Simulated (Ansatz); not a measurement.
A set of 12 reactions (ligand exchange), with CCSD(T)/CBS values in kJ/mol:

| reaction | ΔE |
| --- | --- |
| `C=C[SiH2]O[SiH3]` + H₂S → `C=C[SiH2]S` + `O[SiH3]` | 50.5 |
| `[CH3][AlH][OH]` + NH₃ → `[NH2][AlH][OH]` + CH₄ | -97.1 |
| `O[Si](O)([SiH3])Br` + `[OH][Sc]([Cl])[Cl]` → `[SiH3][O][Sc]([Cl])[Cl]` + `O[SiH](O)Br` | -114.2 |
| `CC[O][GeH3]` + `OC(O)O` → `OC(O)[O][GeH3]` + `CCO` | -3.2 |
| `N#CC[SiH3]` + `O[SiH2][SeH]` → `O[SiH2][Se][SiH3]` + `CC#N` | -74.2 |
| `[CH3][SnH2][CH2][AlH2]` + H₂Se → `[CH3][SnH2][SeH]` + `[CH3][AlH2]` | -81.6 |
| `OC(O)N[SiH3]` + `C[N](C)[Y]([OH])[OH]` → `C[N](C)[Y]([OH])[O][SiH3]` + `NC(O)O` | -76.7 |
| `BC(C)F` + `CC(N)F` → `BNC(C)F` + `CCF` | -147.6 |
| `C=C[SiH](N)Cl` + `[NH2][GeH2][OH]` → `[NH2][GeH2][O][SiH](N)Cl` + `C=C` | -131.3 |
| `BC([SiH3])[SiH2]F` + `BC(=C)S` → `BC(=C)S[SiH2]F` + `BC[SiH3]` | -36.6 |
| `O[SiH](F)O[SiH2]Cl` + `N=C=O` → `O=C=N[SiH2]Cl` + `O[SiH](O)F` | 27.5 |
| `C[B](F)[GeH3]` + `O[Si](F)(Cl)Cl` → `F[Si](Cl)(Cl)[O][GeH3]` + `CBF` | -58.0 |

Calculated with Ansatz (gas phase, PBE0-D4/def2-TZVP geometries, no zero-point term in ΔE). CCSD(T)/CBS adds triple-zeta CCSD(T) − MP2 to the extrapolated MP2 energy (def2 sets, frozen cores). This one scheme is used for every species. DFT in def2-TZVPP. B3LYP here is the variant with VWN-RPA as its local correlation; programs differ in this. Elements past krypton have def2 core potentials. For Br, Ge, Sc, Se, Sn, Y outer-core shells are correlated without core-valence functions, which leaves a few kJ/mol of doubt a bond. Scalar relativity is left out up to krypton. Each species was taken in one conformer, which may not be the lowest.

Problem. Give the mean, mean absolute and largest difference (level minus CCSD(T)/CBS, kJ/mol) for: PBE-D4, PBE0-D4, B3LYP-D4, ωB97X-V, PBE, PBE0, B3LYP, HF/def2-TZVPP, SCS-MP2/def2-TZVPP, CCSD(T)/def2-TZVPP, HF/def2-QZVPP, MP2/def2-QZVPP, SCS-MP2/def2-QZVPP, CCSD/CBS(def2). (Best estimate.)

Solution. The calculation gave: 
```
             level  mean  mean absolute  largest
            PBE-D4   4.2            8.4     29.9
           PBE0-D4   2.0            5.9     20.8
          B3LYP-D4  -0.4            3.2     -7.3
           ωB97X-V   0.7            2.3      7.6
               PBE   3.9            9.7     26.8
              PBE0   1.8            6.9     17.9
             B3LYP  -0.9            3.2    -11.1
     HF/def2-TZVPP  -7.8           11.5    -27.9
SCS-MP2/def2-TZVPP  -2.9            4.2    -14.2
CCSD(T)/def2-TZVPP   0.2            2.1      5.7
     HF/def2-QZVPP  -8.2           12.3    -30.7
    MP2/def2-QZVPP  -2.5            2.6     -7.3
SCS-MP2/def2-QZVPP  -3.1            3.8    -13.7
    CCSD/CBS(def2)  -0.6            1.5     -3.7
```

The largest T1 diagnostic in the set is 0.018, for `N=C=O` (customary mark 0.02).

CCSD(T)/CBS is a level of theory with its own doubt, and the functionals carry their triple-zeta basis error, so these figures describe this set and don't rank the functionals.
